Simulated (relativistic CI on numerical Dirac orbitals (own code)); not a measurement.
# Co2+ in a cubic cluster: 2p photoemission with charge transfer

Computed with a charge-transfer multiplet model of a cubic metal-ligand cluster with up to 3 ligand holes, Slater and spin-orbit integrals from Dirac-Coulomb-Breit ions, Slater integrals scaled by 0.9. The parameters are those of a tetrahedral site (10Dq negative, t2 hopping the larger). The ground state mixes d7 with configurations of k ligand holes L, whose averages lie at kΔ + k(k − 1)U_dd/2; a core hole lowers each added d electron by U_cd. 300 K, Lorentzian 0.6 eV and Gaussian 0.8 eV FWHM.

Atomic integrals in eV (Slater integrals scaled, ζ unscaled), ground: F2dd 10.387, F4dd 6.447, zeta_d 0.063; with the core hole: F2dd 12.032, F4dd 7.520, zeta_d 0.093, zeta_core 9.664, F2cd 7.139, G1cd 5.417, G3cd 3.080.

Cluster parameters (eV): Δ = 5.1, U_cd = 8.5, 10Dq = -0.45, 10Dq(ligand) = 0, V(eg) = 0.8, V(t2g) = -1.36, final-state hopping factor = 1.

| Case | n_d | d7 | d8L | d9L2 | d10L3 | S |
| --- | --- | --- | --- | --- | --- | --- |
| U_dd = 5.3 eV | 7.10 | 0.90 | 0.09 | 0.00 | 0.00 | 1.50 |
| U_dd = 7.4 eV | 7.10 | 0.91 | 0.09 | 0.00 | 0.00 | 1.50 |
| U_dd = 8.1 eV | 7.10 | 0.91 | 0.09 | 0.00 | 0.00 | 1.50 |
| U_dd = 8.8 eV | 7.10 | 0.91 | 0.09 | 0.00 | 0.00 | 1.50 |
| U_dd = 9.5 eV | 7.09 | 0.91 | 0.09 | 0.00 | 0.00 | 1.50 |

Weights, n_d and S are thermal averages at 300 K. Binding energies count from the first peak over 30 % of the highest in each spectrum, which can be another peak from case to case. The parameters are a model scan and need not match a compound or its usual spin state. Peaks in eV (height, largest 100):
- U_dd = 5.3 eV: 0.0 (100), 5.3 (90), 7.9 (36), 11.0 (11), 12.2 (11), 15.9 (49), 20.6 (51)
- U_dd = 7.4 eV: 0.0 (100), 4.0 (55), 5.7 (82), 9.4 (23), 12.6 (8), 16.4 (51), 21.1 (50)
- U_dd = 8.1 eV: 0.0 (100), 4.0 (53), 5.7 (80), 9.5 (22), 13.1 (6), 16.5 (52), 21.2 (48)
- U_dd = 8.8 eV: 0.0 (100), 3.9 (52), 5.8 (78), 9.5 (22), 16.6 (52), 21.3 (47)
- U_dd = 9.5 eV: 0.0 (100), 3.8 (51), 5.7 (77), 9.6 (22), 16.6 (53), 21.2 (46)

Curve for U_dd = 8.8 eV (points under 2 left out, the grid thinned):

```tsv
E (eV)	Intensity
-3.7	2.1
-3.0	2.9
-2.3	4.6
-1.6	8.9
-0.9	29.8
-0.2	93.3
0.4	89.6
1.1	77.2
1.8	69.5
2.5	52.6
3.2	47.6
3.9	51.7
4.6	50.5
5.3	70.7
6.0	76.2
6.7	55.2
7.4	32.7
8.0	20.6
8.7	19.8
9.4	21.8
10.1	19.7
10.8	14.4
11.5	10.6
12.2	7.1
12.9	5.2
13.6	5.8
14.3	7.9
15.0	24.0
15.6	46.6
16.3	51.5
17.0	49.1
17.7	30.3
18.4	15.7
19.1	13.5
19.8	24.5
20.5	36.9
21.2	46.7
21.9	35.4
22.6	20.7
23.2	16.2
23.9	12.9
24.6	8.3
25.3	4.4
26.0	2.6
26.7	2.0
```

For the case U_dd = 7.4 eV, Δ = 5.1 eV is smaller than U_dd = 7.4 eV, the charge-transfer side of the Zaanen-Sawatzky-Allen scheme. With the core hole the average of the configuration with one ligand hole lies at Δ − U_cd = -3.4 eV before mixing: it lies below the unscreened one, so the lowest final states are mostly screened and the unscreened weight appears at higher binding energy as a satellite.
